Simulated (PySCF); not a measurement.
Cartesian coordinates in Å; atom numbers follow the order of the lines, from 1:
```xyz
9

Si   -0.854    0.012   -0.245
O     0.452    0.403    0.713
Ge    2.189    0.622    0.541
Br    2.953   -0.895   -1.016
H    -1.316    1.213   -1.005
H    -1.948   -0.456    0.652
H    -0.499   -1.067   -1.214
H     2.480    2.028    0.001
H     2.823    0.292    1.894
```

Theory: structure optimised with PBE0-D3(BJ)/def2-SVP, σ from GIAO-PBE0/pcSseg-1, in PySCF 2.14.0 with density-fitted response routines (one averaged value for each set of equivalent atoms, gas phase, non-relativistic Hamiltonian, a single conformation).

δ = σ(ref) − σ, references computed at the same level: 1H (31.27 ppm), 29Si (351.99 ppm) against TMS; 17O (334.56 ppm) vs H2O; GeMe4 for 73Ge (1330.28 ppm); HBr for 79Br (2584.45 ppm).

| atoms | nucleus | count | Hirshfeld charge | δ (ppm) |
| --- | --- | --- | --- | --- |
| H5/H6/H7 | 1H | 3 | -0.08 | 5.06 |
| O2 | 17O | 1 | -0.33 | 33.9 |
| Si1 | 29Si | 1 | 0.37 | -36.9 |
| Ge3 | 73Ge | 1 | 0.43 | ? |
| Br4 | 79Br | 1 | -0.13 | ? |
| H8/H9 | 1H | 2 | -0.05 | 6.05 |

Estimate the values marked ?.

Answers


- Ge3: 22 ppm, germanium bonded to Br, O, 2 H
- Br4: -15 ppm, bromine bonded to Ge

Relativistic effects, spin–orbit coupling among them, are left out; they matter for Br, Ge and for the light atoms bonded to it. Experimental scales use liquid or dissolved standards, which lie at an offset from isolated H2O (liquid H2O: subtract about 36 ppm).
